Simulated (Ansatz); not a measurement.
C6H14S, SMILES `CCCCCSC`, relaxed with RKS PBE-D4/def2-SVP in Ansatz from a rough embedded geometry. The force threshold is 0.03 eV/Å; the program also tests the step.

Charge 0, multiplicity 1.

Start:

```xyz
21

C    -2.105   -0.311    1.447
C    -1.122   -1.468    1.303
C    -0.112   -1.264    0.175
C     0.860   -0.115    0.432
C     1.875    0.032   -0.691
S     1.127    0.419   -2.310
C     0.641    2.146   -2.034
H    -1.601    0.596    1.774
H    -2.597   -0.110    0.498
H    -2.867   -0.553    2.184
H    -0.590   -1.612    2.246
H    -1.685   -2.381    1.098
H    -0.645   -1.076   -0.759
H     0.463   -2.184    0.045
H     1.405   -0.296    1.363
H     0.311    0.820    0.548
H     2.410   -0.904   -0.853
H     2.597    0.821   -0.474
H     1.511    2.722   -1.728
H    -0.141    2.200   -1.281
H     0.264    2.517   -2.982
```

(1) How much energy does the relaxation release, and in how many steps? (An estimate is asked.)

(2) Which bonds change most? (An estimate is asked.)

(3) Give the relaxed structure. (Estimate.)

Answers

(1) Computed: 3.34 kcal/mol, in 8 steps.

(2) Ansatz gave: C7–H19 from 1.087 to 1.110 Å; C7–H20 from 1.086 to 1.109 Å; C1–H9 from 1.088 to 1.111 Å; C1–H8 from 1.087 to 1.110 Å.

(3) Ansatz gave: 
```xyz
21

C    -2.110   -0.251    1.405
C    -1.145   -1.434    1.288
C    -0.088   -1.283    0.184
C     0.929   -0.163    0.424
C     1.937    0.023   -0.714
S     1.223    0.454   -2.346
C     0.551    2.105   -1.983
H    -1.588    0.690    1.677
H    -2.639   -0.069    0.445
H    -2.881   -0.431    2.182
H    -0.638   -1.600    2.265
H    -1.729   -2.359    1.094
H    -0.588   -1.102   -0.794
H     0.462   -2.243    0.068
H     1.499   -0.368    1.358
H     0.404    0.800    0.605
H     2.488   -0.923   -0.907
H     2.696    0.790   -0.449
H     1.339    2.789   -1.605
H    -0.288    2.070   -1.258
H     0.166    2.507   -2.940
```
